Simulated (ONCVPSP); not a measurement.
# Potentials for Tc (Z = 43) compared

Generated with ld1.x 7.5 (TM, RRKJ, ultrasoft, PAW), atompaw 4.2 or ONCVPSP 4.0.1. The cutoff is in Ry: for ld1.x and atompaw files where the sum of valence levels is converged to 10 mRy in a Bessel basis, for ONCV files where the hardest occupied wave has 1 mHa per electron of residual kinetic energy. The error is the largest all-electron minus pseudo excitation energy over each file’s own four to seven test configurations (ionisations up to +4, promotions, holes and added fractions of an electron), all of which were solved. The labels leave out finer settings (local radius, basis sizes, second energies), which also bear on the numbers. Spin-polarised tests are not counted. The rows are a selection from randomly drawn settings: files with unsolved tests, undetermined cutoffs or missed reference levels are left out.

A true bound ghost makes a file unfit for plane-wave use even where its test errors are small: the radial tests pick states by their node count and pass the ghost by.

| potential | cutoff (Ry) | largest error (meV) | bound ghosts |
| --- | --- | --- | --- |
| ONCV, PBEsol, scalar-relativistic, rc 1.50/1.60/1.75 (spd), local smoothed, core correction yes, reference 4s2 4p6 4d5 5s2, qcut 8.3/9.7/9.7, projectors 2/3/1 | 57 | -33 | none |
| ONCV, Wu-Cohen, scalar-relativistic, rc 1.90/1.70/1.50 (spd), local smoothed, core correction yes, reference 4s2 4p6 4d5 5s1.5 5p0.5, qcut 6.8/8.3/5.9, projectors 2/3/2 | 75 | -11 | none |
| ONCV, PW91, scalar-relativistic, rc 2.85/1.45/1.45 (spd), local smoothed, core correction yes, reference 4p6 4d5 5s2, qcut 2.3/8.5/6.6, projectors 2/2/2 | 48 | -50 | s |
| ONCV, LDA (Perdew-Wang 92), scalar-relativistic, rc 1.45/1.45/2.20 (spd), local smoothed, core correction no, reference 4s2 4p6 4d5 5s1, qcut 7.2/9.2/8.2, projectors 2/2/2 | 58 | +3.0 | s |
| ONCV, PBE, scalar-relativistic, rc 1.65/1.55/1.80 (spd), local smoothed, core correction no, reference 4s2 4p6 4d5 5s2, qcut 7.6/10.1/9.4, projectors 2/1/2 | 60 | -4.8 | none |

Q: Fill in the row for Tc: ONCV, PBEsol, scalar-relativistic, rc 1.60/1.80/2.35 (spd), local smoothed, core correction yes, reference 4s2 4p6 4d5 5s1, qcut 6.5/6.8/5.5, projectors 2/2/2.

A: cutoff 32 Ry, largest error +28 meV, bound ghosts: none.

Q: Fill in the row for Tc: ONCV, LDA (Perdew-Zunger), non-relativistic, rc 1.95/1.70/1.70 (spd), local smoothed, core correction yes, reference 4s2 4p6 4d5 5s2, qcut 6.2/10.3/11, projectors 2/3/2.

A: cutoff 65 Ry, largest error -5.5 meV, bound ghosts: none.

Q: Fill in the row for Tc: ONCV, LDA (Perdew-Zunger), scalar-relativistic, rc 1.80/1.50/1.70/1.75 (spdf), local smoothed, core correction yes, reference 4s2 4p6 4d6 5s1, qcut 5.6/11.5/5.7/6.3, projectors 2/3/2/2.

A: cutoff 74 Ry, largest error -384 meV, bound ghosts: none.
